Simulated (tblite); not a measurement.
Record of a relaxation.

C6H14BNO2.
Bonds: C1–C2, C2–O3, O3–B4, B4–O5, O5–C6, B4–C7, C7–C8, C8–N9, N9–C10, C7–C10. Hydrogens: H11, H12, H13 on C1; H14, H15 on C2; H16, H17, H18 on C6; H19 on C7; H20, H21 on C8; H22 on N9; H23, H24 on C10.

Computed with GFN2-xTB (tblite), gas phase: L-BFGS steps from a force-field or distance-geometry start until the largest atomic force falls under 0.01 eV/Å. 3 of its 201 geometries are shown.

Step 0: E = -877.6601 eV, largest atomic force 3.010 eV/Å
```
atom  x, y, z in Å  |  force x, y, z in eV/Å
C1      2.892   -1.591    0.148   -0.086  -0.130   0.407
C2      1.719   -0.789   -0.440    0.990  -0.685  -0.048
O3      1.216    0.054    0.571   -2.355   1.261  -1.386
B4      0.054    0.802    0.007    1.335   0.411   0.292
O5      0.283    2.036   -0.735   -0.232  -1.666   1.191
C6      0.307    3.116    0.159    0.459   1.007   0.408
C7     -1.451    0.279    0.237    0.743   0.770   0.710
C8     -1.599   -1.081    0.908   -0.307  -0.625   1.339
N9     -2.189   -1.694   -0.291   -1.480   0.017   0.367
C10    -2.063   -0.404   -0.972   -0.664   0.270  -1.613
H11     2.530   -2.204    1.004    0.327   0.482  -0.570
H12     3.677   -0.901    0.499   -0.370  -0.393  -0.121
H13     3.299   -2.260   -0.618   -0.070   0.204   0.221
H14     0.961   -1.523   -0.789    0.109   0.462   0.026
H15     2.106   -0.197   -1.294   -0.336  -0.151   0.163
H16     1.144    3.018    0.907   -0.740  -0.015  -0.455
H17     0.493    4.052   -0.410   -0.103  -0.574   0.073
H18    -0.664    3.233    0.687    0.489  -0.120  -0.116
H19    -2.125    1.043    0.692    0.534  -0.375  -0.386
H20    -2.315   -1.058    1.764    0.735  -0.182  -0.231
H21    -0.656   -1.585    1.175   -0.367   0.246   0.133
H22    -3.212   -1.862   -0.109    1.276  -0.220  -0.340
H23    -1.366   -0.486   -1.835   -0.642   0.155   0.243
H24    -3.052    0.025   -1.257    0.755  -0.150  -0.305
```

Step 100: E = -879.3399 eV, largest atomic force 0.026 eV/Å
```
atom  x, y, z in Å  |  force x, y, z in eV/Å
C1      2.966   -1.354    0.291   -0.002  -0.002  -0.002
C2      2.078   -0.874   -0.850   -0.002  -0.001  -0.006
O3      0.734   -0.776   -0.423    0.001  -0.017   0.000
B4      0.131    0.376   -0.080   -0.008   0.000  -0.015
O5      0.854    1.527   -0.161    0.017  -0.004  -0.010
C6      0.414    2.836    0.078   -0.007   0.005   0.003
C7     -1.411    0.267    0.353    0.003   0.010   0.013
C8     -1.843   -1.044    1.046   -0.005   0.000  -0.010
N9     -2.542   -1.465   -0.170   -0.006   0.007  -0.012
C10    -2.381   -0.146   -0.780    0.009   0.019   0.003
H11     2.636   -2.332    0.632    0.004   0.013   0.014
H12     2.902   -0.655    1.122    0.018  -0.002  -0.001
H13     3.998   -1.422   -0.042    0.005  -0.004   0.001
H14     2.093   -1.598   -1.673   -0.004  -0.004   0.010
H15     2.427    0.096   -1.219    0.001   0.009   0.011
H16     1.063    3.289    0.832   -0.001  -0.003   0.004
H17     0.496    3.410   -0.849   -0.001  -0.005  -0.005
H18    -0.620    2.873    0.425   -0.008   0.000   0.002
H19    -1.759    1.149    0.894   -0.001   0.009   0.005
H20    -2.487   -0.884    1.920    0.019  -0.004   0.004
H21    -1.033   -1.726    1.312   -0.013  -0.003  -0.022
H22    -3.496   -1.784   -0.047   -0.011  -0.006   0.008
H23    -1.946   -0.209   -1.780   -0.004  -0.001   0.000
H24    -3.288    0.469   -0.825   -0.004  -0.015   0.005
```

Step 200: E = -879.4073 eV, largest atomic force 0.009 eV/Å
```
atom  x, y, z in Å  |  force x, y, z in eV/Å
C1      3.211   -1.141    0.404   -0.003   0.002   0.001
C2      2.179   -1.036   -0.713    0.001  -0.003  -0.002
O3      0.866   -0.967   -0.186    0.001  -0.003  -0.004
B4      0.190    0.184   -0.017    0.003   0.002  -0.002
O5      0.792    1.356   -0.365   -0.002   0.004  -0.006
C6      0.210    2.628   -0.245    0.001   0.003   0.003
C7     -1.301    0.095    0.574    0.000   0.004  -0.002
C8     -1.911   -1.312    0.726    0.003   0.005   0.002
N9     -2.804   -1.053   -0.408   -0.005  -0.002   0.001
C10    -2.446    0.365   -0.431   -0.003  -0.005  -0.002
H11     2.999   -2.006    1.027   -0.004  -0.001   0.005
H12     3.177   -0.249    1.024   -0.002   0.009   0.000
H13     4.206   -1.243   -0.020   -0.001   0.004   0.001
H14     2.212   -1.933   -1.342   -0.003  -0.001  -0.002
H15     2.380   -0.154   -1.328    0.000  -0.003  -0.002
H16     0.568    3.109    0.671    0.001  -0.002   0.003
H17     0.524    3.225   -1.103    0.006  -0.005   0.002
H18    -0.880    2.581   -0.218    0.004  -0.001  -0.001
H19    -1.393    0.698    1.480    0.002  -0.006   0.002
H20    -2.413   -1.474    1.687    0.000  -0.002   0.001
H21    -1.228   -2.139    0.530    0.003   0.000  -0.002
H22    -3.785   -1.257   -0.255    0.000  -0.005   0.001
H23    -2.147    0.691   -1.432    0.000   0.003  -0.002
H24    -3.216    1.050   -0.052   -0.002   0.003   0.003
```

Problem. Summarise the path.

Solution. The energy falls by 40.29 kcal/mol from step 0 to step 200; nine tenths of that is first reached at step 47. It rises by more than 0.2 meV at steps 133 and 151. The largest force goes from 3.010 to 0.009 eV/Å. Among the bonds O3–B4 changes most, from 1.493 to 1.346 Å; the atoms move by 0.970 Å rms after alignment.

The cost below is that of the whole relaxation. Hardware: one thread, Intel Xeon 6975P-C (x86_64), shared host. Cost: 1.4 s.
